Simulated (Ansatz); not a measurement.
CH₂ClIOSi (`Cl[Si]1(I)CO1`), relaxed with RKS PBE-D4/def2-SVP in Ansatz from a rough embedded geometry. The force threshold is 0.03 eV/Å; the program also tests the step.

Total charge 0; spin multiplicity 1. I takes the def2 core potential.

Start:

```xyz
7

Cl    0.640   -0.728   -2.316
Si   -0.240    0.108   -0.731
I    -2.507    0.726   -1.002
C     0.509    0.121    0.952
O    -0.165   -1.040    0.476
H     1.655    0.062    0.935
H     0.110    0.752    1.687
```

```csv
step,energy (eV),largest force (eV/Å),largest move (Å)
1,-31597.4391,3.734,0.000
2,-31597.8175,1.259,0.194
3,-31597.8783,0.398,0.069
4,-31597.8937,0.334,0.046
5,-31597.9000,0.080,0.024
6,-31597.9004,0.041,0.006
7,-31597.9004,0.017,0.005
```

End:

```xyz
7

Cl    0.632   -0.620   -2.416
Si   -0.319   -0.074   -0.676
I    -2.541    0.799   -1.122
C     0.571    0.180    0.893
O    -0.147   -1.119    0.635
H     1.671    0.063    0.964
H     0.133    0.770    1.722
```

It took 6.5 s on 4 threads of an Intel Xeon Platinum 8488C on a shared host, with 0.19 GiB of host memory at the peak.
